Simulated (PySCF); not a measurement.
C₉H₁₁NS, SMILES CC(C)(C)c1ccc(C#N)s1, GFN2-xTB optimised geometry.

```
22

C     -2.06    -1.81     1.25
C     -1.18    -1.90     0.00
C     -2.06    -1.81    -1.25
C     -0.43    -3.23     0.00
C     -0.22    -0.74     0.00
C      1.14    -0.74     0.00
C      1.71     0.55     0.00
C      0.76     1.54     0.00
C      0.97     2.92     0.00
N      1.15     4.05     0.00
S     -0.85     0.88     0.00
H     -2.76    -2.65     1.28
H     -1.45    -1.85     2.15
H     -2.63    -0.89     1.26
H     -2.76    -2.65    -1.28
H     -1.45    -1.84    -2.15
H     -2.64    -0.89    -1.26
H     -1.14    -4.05     0.00
H      0.20    -3.32     0.88
H      0.20    -3.32    -0.89
H      1.74    -1.63     0.00
H      2.76     0.74     0.00
```

Density from B3LYP/def2-SVP in PySCF at that geometry.

Minimum of the electron density along straight lines between bonded atoms, close to the bond critical point (lines longer than 1.1 times the sum of covalent radii, or with two minima, are not listed):

| bond | length / Å | ρ at the minimum / e bohr⁻³ | ∇²ρ there / e bohr⁻⁵ | position (fraction from the first atom) |
|---|---|---|---|---|
| C1–C2 | 1.535 | 0.243 | -0.55 | 0.50 |
| C2–C3 | 1.535 | 0.243 | -0.55 | 0.50 |
| C2–C4 | 1.531 | 0.245 | -0.56 | 0.50 |
| C2–C5 | 1.502 | 0.256 | … | 0.48 |
| C5–C6 | 1.366 | 0.321 | -0.81 | 0.51 |
| C6–C7 | 1.405 | 0.302 | -0.76 | 0.50 |
| C7–C8 | 1.371 | 0.317 | -0.80 | 0.49 |
| C8–C9 | 1.395 | 0.296 | -0.78 | 0.47 |
| C9–N10 | 1.148 | 0.475 | … | 0.34 |
| C5–S11 | 1.733 | 0.213 | -0.44 | 0.47 |
| C8–S11 | 1.738 | 0.209 | -0.44 | 0.47 |
| C1–H13 | 1.088 | 0.278 | -1.03 | 0.63 |
| C3–H15 | 1.087 | 0.278 | -1.02 | 0.62 |
| C3–H16 | 1.088 | 0.278 | -1.03 | 0.63 |
| C3–H17 | 1.088 | 0.278 | -1.02 | 0.62 |
| C4–H18 | 1.087 | 0.278 | -1.02 | 0.62 |
| C4–H19 | 1.087 | 0.278 | -1.02 | 0.62 |
| C4–H20 | 1.087 | 0.278 | -1.02 | 0.62 |
| C6–H21 | 1.074 | 0.286 | -1.10 | 0.63 |
| C7–H22 | 1.076 | 0.286 | -1.12 | 0.64 |

Complete the blanks.


- C2–C5, ∇²ρ there / e bohr⁻⁵: -0.60
- C9–N10, ∇²ρ there / e bohr⁻⁵: 0.41
